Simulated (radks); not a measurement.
Values are calculated unless marked as measured or tabulated.
These are the eigenvalues of the occupied orbitals of an atom or ion with whole-number occupations (hartree). Level of theory: Dirac Kohn-Sham, PBE, spin-unpolarised, spherical densities, finite nucleus; Fermi nuclear charge, rms radius of each element as measured or else 0.836 A^(1/3) + 0.57 fm (a radial shooting solver on a logarithmic mesh with Libxc functionals).

1s1/2: -1920.787
2s1/2: -427.8013
2p1/2: -415.0457
2p3/2: -390.3155
3s1/2: -176.3117

Which element is it, and in what charge state? The configuration may be excited. Open shells, if any, are shared by 2j + 1.

Answer. Z = 63, europium, charge +52: Eu52+ in [Ne] 3s1. The list shows which subshells hold electrons but not how many an open one holds; the 1s level, -1920.8 hartree, gives Z - s = 62.0 by -(Z - s)^2/2, which with screening and relativity narrows Z to a few neighbours, and the depths of the outer levels then fix element, charge and occupations together.
